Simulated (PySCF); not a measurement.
**Magnetic susceptibility: SMILES CC(=O)NC1=C[Se]CCC1, C$_{7}$H$_{11}$NOSe**

Molfile (atoms numbered from 1):
```
C7H11NOSe
     RDKit          3D

 21 21  0  0  0  0  0  0  0  0999 V2000
    3.5489   -0.7248    0.0552 C   0  0  0  0  0  0  0  0  0  0  0  0
    2.0465   -0.9149   -0.0313 C   0  0  0  0  0  0  0  0  0  0  0  0
    1.5275   -1.9752   -0.2944 O   0  0  0  0  0  0  0  0  0  0  0  0
    1.3709    0.2445    0.2248 N   0  0  0  0  0  0  0  0  0  0  0  0
   -0.0127    0.4817    0.2765 C   0  0  0  0  0  0  0  0  0  0  0  0
   -0.4180    1.6522    0.7805 C   0  0  0  0  0  0  0  0  0  0  0  0
   -2.2014    2.2193    1.0320 Se  0  0  0  0  0  2  0  0  0  0  0  0
   -3.0349    0.5110    0.5439 C   0  0  0  0  0  0  0  0  0  0  0  0
   -2.3032   -0.1052   -0.6329 C   0  0  0  0  0  0  0  0  0  0  0  0
   -0.9080   -0.5955   -0.2594 C   0  0  0  0  0  0  0  0  0  0  0  0
    4.0386   -1.6564   -0.2121 H   0  0  0  0  0  0  0  0  0  0  0  0
    3.8744    0.0603   -0.6238 H   0  0  0  0  0  0  0  0  0  0  0  0
    3.8328   -0.4528    1.0701 H   0  0  0  0  0  0  0  0  0  0  0  0
    1.9354    1.0390    0.4944 H   0  0  0  0  0  0  0  0  0  0  0  0
    0.2964    2.3919    1.1170 H   0  0  0  0  0  0  0  0  0  0  0  0
   -4.0745    0.7344    0.3014 H   0  0  0  0  0  0  0  0  0  0  0  0
   -3.0035   -0.1397    1.4193 H   0  0  0  0  0  0  0  0  0  0  0  0
   -2.2303    0.6286   -1.4398 H   0  0  0  0  0  0  0  0  0  0  0  0
   -2.8811   -0.9548   -1.0048 H   0  0  0  0  0  0  0  0  0  0  0  0
   -0.4347   -1.0275   -1.1422 H   0  0  0  0  0  0  0  0  0  0  0  0
   -0.9780   -1.3990    0.4797 H   0  0  0  0  0  0  0  0  0  0  0  0
  1  2  1  0
  2  3  2  0
  2  4  1  0
  4  5  1  0
  5  6  2  0
  6  7  1  0
  7  8  1  0
  8  9  1  0
  9 10  1  0
 10  5  1  0
  1 11  1  0
  1 12  1  0
  1 13  1  0
  4 14  1  0
  6 15  1  0
  8 16  1  0
  8 17  1  0
  9 18  1  0
  9 19  1  0
 10 20  1  0
 10 21  1  0
M  END
```

Level of theory: GIAO PBE0/pcSseg-1 magnetisability, rotational g tensor and spin-rotation constants, non-relativistic, gas phase (PySCF 2.14.0). Geometry: GFN2-xTB.

The calculation is non-relativistic, which matters for the atoms heavier than Zn.

Q: What are the magnetisability and the molar susceptibility?

A: Isotropic -1715 × 10⁻³⁰ J/T², or -103.2 × 10⁻⁶ cm³/mol; principal values -1785, -1735, -1623 × 10⁻³⁰ J/T², anisotropy 144 × 10⁻³⁰ J/T² (root of half the summed squared differences of the principal values). The susceptibility is in cgs units.

Q: Split it along the inertial axes a, b, c into diamagnetic and paramagnetic parts about the centre of mass, with the quadrupole moment.

A: 
| axis | χ (10⁻⁶ cm³/mol) | diamagnetic (10⁻⁶ cm³/mol) | paramagnetic (10⁻⁶ cm³/mol) | summed x² of all electrons (Å²) | quadrupole Θ (D Å) |
| --- | --- | --- | --- | --- | --- |
| a | -107.0 | -667.9 | 561.0 | 583.7 | -4.34 |
| b | -98.5 | -2589.9 | 2491.4 | 130.7 | +7.80 |
| c | -104.3 | -3031.1 | 2926.8 | 26.7 | -3.46 |

Anisotropies 2χaa − χbb − χcc = -11.1 and 2χbb − χaa − χcc = +14.3 × 10⁻⁶ cm³/mol. Θ is traceless in Buckingham's convention.

Q: And the rotational g tensor?

A: 
| axis | rotational constant (GHz) | g | nuclear part | electronic part |
| --- | --- | --- | --- | --- |
| a | 2.3637 | -0.0215 | 0.6015 | -0.6229 |
| b | 0.4511 | -0.0074 | 0.5205 | -0.5280 |
| c | 0.3872 | -0.0041 | 0.5283 | -0.5324 |

Asymmetric top; isotopes 12C, 1H, 14N, 16O, 80Se; no vibrational averaging.
